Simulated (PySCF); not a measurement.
Input of a run (PBE0-D3(BJ)/def2-SVP geometry optimisation, gas phase (PySCF 2.14.0)), started from GFN2-xTB:
```
{"job": {"xc": "PBE0", "basis": "def2-SVP", "d3": "d3bj", "grid": 1, "kind": "geom"}, "charge": 0, "multiplicity": 1}
C     -0.925530    -1.413311     0.692161
C     -0.509654    -0.031150     0.196727
C     -1.710365     0.792086    -0.251425
As     0.861690    -0.238579    -1.220987
Al     2.627214     0.574836     0.482093
H     -0.047691    -1.970693     1.028305
H     -1.623539    -1.336115     1.525448
H     -1.407952    -1.976754    -0.110106
H     -0.000825     0.493366     1.023010
H     -2.434254     0.892697     0.557284
H     -1.394779     1.791432    -0.555635
H     -2.206187     0.312113    -1.097497
H     -0.033907    -0.931417    -2.216390
H      0.617436     1.076851    -1.886073
H      1.947042     1.996609     0.568646
H      2.287746    -0.472852     1.602720
H      3.946557     0.452911    -0.348191
```

Output (energies in Eh, forces in Eh/bohr):
```
step   0  E = -2598.83428997  max force = 0.014642
step   1  E = -2598.84062196  max force = 0.016802
step   2  E = -2598.84631015  max force = 0.015614
step   3  E = -2598.85145999  max force = 0.006499
step   4  E = -2598.85276335  max force = 0.006253
step   5  E = -2598.85414567  max force = 0.002180
step   6  E = -2598.85445949  max force = 0.001616
step   7  E = -2598.85469685  max force = 0.002155
step   8  E = -2598.85487645  max force = 0.002208
step   9  E = -2598.85495876  max force = 0.001098
step  10  E = -2598.85502114  max force = 0.000512
step  11  E = -2598.85504680  max force = 0.000827
step  12  E = -2598.85508756  max force = 0.001097
step  13  E = -2598.85511380  max force = 0.000745
step  14  E = -2598.85512408  max force = 0.000415
optimisation converged
```

Q: Summarise the run.

A: The energy falls by 0.567 eV over 15 energy and gradient evaluations, the largest force component goes from 0.0146 to 4.2e-04 Eh/bohr, and the atoms move by 0.762 Å rms after alignment. The bond that changes most is Al5–H17 (ends: aluminium bonded to As and 3 H; Al–H hydrogen), which lengthens by 0.037 Å. Bonds longer at the end by more than 0.005 Å: 11 of 16; shorter: 1. Among the angles that change most is Al5–As4–H13, from 170.2° to 119.5°. Among the dihedrals that turn most is C1–C2–As4–Al5, from -106° to -57°. The energy never rose by more than 1e-6 Eh on the way. The first step brought 30 % of the lowering.

Q: What are the final bond lengths?

A: C1–C2 1.524 Å, C2–C3 1.521 Å, C2–As4 1.968 Å, As4–Al5 2.588 Å, C1–H6 1.100 Å, C1–H7 1.102 Å, C1–H8 1.102 Å, C2–H9 1.104 Å, C3–H10 1.102 Å, C3–H11 1.100 Å, C3–H12 1.102 Å, As4–H13 1.514 Å, As4–H14 1.512 Å, Al5–H15 1.606 Å, Al5–H16 1.605 Å, Al5–H17 1.600 Å. Numbering counts from 1 in the input's order; the species is `CC(C)[AsH2+][AlH3-]`.

The run used 152 basis functions and 92 SCF cycles in all. Hardware: one thread of an Arm Neoverse V2 (shared host). Cost: 2.6 min wall.

Stationary, but not proved a minimum. The numbers are those of one conformer.
